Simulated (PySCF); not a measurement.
3-chloro-1,1-difluoropropa-1,2-diene (C3HClF2), SMILES C(=CCl)=C(F)F.

Coordinates come from a B3LYP-D3(BJ)/def2-SVP optimisation.

Level of theory: B3LYP-D3(BJ)/def2-SVP run with PySCF.

Frequencies are harmonic and unscaled.

Question: List the normal modes with their intensities. (The exact figures need the calculation; the answer reports its results.)

Answer: 
| mode | ν (cm⁻¹) | IR (km/mol) | Raman (Å⁴/amu) | depolarisation | moving atoms (share of kinetic energy) |
|---|---|---|---|---|---|
| 1 | 103 | 0.1 | 2.7 | 0.69 | C 42 %, Cl 33 %, F 23 % |
| 2 | 114 | 0.0 | 2.0 | 0.75 | F 59 %, C 28 %, Cl 13 % |
| 3 | 262 | 1.6 | 5.3 | 0.75 | C 52 %, F 24 %, H 19 % |
| 4 | 391 | 0.2 | 9.0 | 0.33 | C 40 %, Cl 31 %, F 27 % |
| 5 | 547 | 18.4 | 2.5 | 0.73 | F 55 %, C 42 % |
| 6 | 605 | 12.5 | 0.4 | 0.75 | C 61 %, F 35 % |
| 7 | 607 | 13.9 | 8.1 | 0.71 | C 85 %, F 13 % |
| 8 | 743 | 70.2 | 12.1 | 0.11 | C 70 %, Cl 15 %, F 9 % |
| 9 | 842 | 12.8 | 2.8 | 0.75 | H 70 %, C 29 % |
| 10 | 862 | 183.0 | 7.2 | 0.26 | F 54 %, C 38 % |
| 11 | 1229 | 76.0 | 11.9 | 0.59 | H 86 %, C 11 % |
| 12 | 1294 | 279.6 | 0.8 | 0.75 | C 72 %, F 28 % |
| 13 | 1478 | 144.4 | 2.6 | 0.67 | C 87 %, F 8 % |
| 14 | 2109 | 526.9 | 4.4 | 0.41 | C 99 % |
| 15 | 3174 | 0.9 | 133.9 | 0.27 | H 91 %, C 9 % |
